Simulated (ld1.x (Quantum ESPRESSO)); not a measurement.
# Which setting gave this result? (C (Z = 6), TM)

Base potential:

- Element: carbon (C)
- Generator: ld1.x (Quantum ESPRESSO) 7.5
- Type: norm-conserving Troullier–Martins (Kleinman–Bylander form)
- Functional: PBE
- Relativity: scalar-relativistic
- Frozen core: [He]
- Valence charge: 4
- Reference configuration: 2s2 2p0.5 (charge +1.5)
- Partial waves: 2p (bound): rc 1.55 bohr; 2s (bound): rc 0.85 bohr
- Local potential: the s channel
- Core correction: none

Cutoffs, loose and tight: the cutoffs (Ry, on a coarse ladder) from which the occupation-weighted sum of valence levels, in a spherical-Bessel basis at the reference potential, stays within 10 and 1 mRy of its value at 400 Ry. They do not see the model core or the augmentation charge, which bear on the density cutoff. Test errors are all-electron minus pseudo excitation energies from the reference, over the configurations 2s2 2p2; 2s2 2p1; 2s2 2p0; 2s1 2p2; 2s1 2p0; 2s2 2p1.5; 2s2 2p2.3; variants that change the core or the reference have their own tests.

Only the p radius is moved:

```tsv
p radius (bohr)	cutoff, loose	cutoff, tight	bound ghosts	largest test error (meV)	median size of the test errors
1.06	90 Ry	200 Ry	none	+138	49.0 meV
1.24	90 Ry	200 Ry	none	+143	53.2 meV
1.62	90 Ry	200 Ry	none	+167	69.1 meV
1.86	90 Ry	200 Ry	none	+192	86.9 meV
2.12	90 Ry	200 Ry	none	+248	122.8 meV
2.3	90 Ry	200 Ry	none	+289	144.0 meV
```

One more run gave cutoff, loose: 90 Ry; cutoff, tight: 200 Ry; bound ghosts: none; largest test error (meV): +154; median size of the test errors: 61.1 meV. Which value of the p radius was used?

1.48 bohr. The median size of the test errors moves one way along this sweep, from 49.0 meV at 1.06 to 144.0 meV at 2.3 bohr, which places the run between 1.24 and 1.62 bohr.
